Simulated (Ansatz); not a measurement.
GeMe4 (C4H12Ge). Charge 0, multiplicity 1. Geometry PBE-D4/def2-SVP.

```xyz
17

Ge    0.000    0.000    0.000
C     1.632   -0.440   -1.018
H     1.515   -1.409   -1.545
H     2.507   -0.516   -0.343
H     1.845    0.342   -1.774
C     0.248    1.724    0.927
H    -0.659    1.993    1.504
H     0.449    2.535    0.199
H     1.103    1.671    1.631
C    -0.349   -1.417    1.328
H    -1.260   -1.188    1.916
H     0.502   -1.512    2.032
H    -0.496   -2.395    0.828
C    -1.532    0.133   -1.237
H    -1.687   -0.825   -1.772
H    -1.358    0.927   -1.991
H    -2.461    0.377   -0.685
```

(1) Estimate the orbital energies around the gap (eV) in Ansatz with LDA (SPW92)/def2-TZVP, PBE-D4/def2-TZVP, r2SCAN-D4/def2-TZVP, B97M-V/def2-TZVP, PBE0-D4/def2-SVP.

Answers

(1) 
```csv
orbital,LDA (SPW92)/def2-TZVP,PBE-D4/def2-TZVP,r2SCAN-D4/def2-TZVP,B97M-V/def2-TZVP,PBE0-D4/def2-SVP
HOMO−5,-9.15,-9.13,-9.50,-9.60,-10.55
HOMO−4,-9.15,-9.13,-9.50,-9.60,-10.55
HOMO−3,-9.15,-9.13,-9.50,-9.60,-10.55
HOMO−2,-6.95,-6.82,-7.08,-7.16,-8.03
HOMO−1,-6.95,-6.82,-7.08,-7.16,-8.03
HOMO,-6.95,-6.82,-7.08,-7.16,-8.03
LUMO,-0.11,0.02,0.78,0.10,1.40
LUMO+1,1.00,1.14,1.83,1.31,2.58
LUMO+2,1.00,1.14,1.83,1.31,2.58
LUMO+3,1.00,1.14,1.83,1.31,2.58
LUMO+4,1.68,1.81,2.48,2.03,3.25
LUMO+5,1.68,1.81,2.63,2.03,3.25
```
